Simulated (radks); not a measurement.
Initial-state core-level shifts of neutral caesium when its valence configuration changes from [Xe] 6s1. All-electron calculation, Dirac Kohn-Sham, BLYP, spin-unpolarised, spherical densities, point nucleus; open shells fill j = l - 1/2 first. Program: a radial shooting solver on a logarithmic mesh with Libxc functionals. Shifts are changes of the shell-averaged eigenvalues in eV (positive: less bound).

valence          2s      3s      4p      4d
5d1          -0.143  -0.143  -0.136  -0.131
6p1          -1.191  -1.193  -1.190  -1.189
6s0.5 6p0.5  -0.617  -0.617  -0.616  -0.615
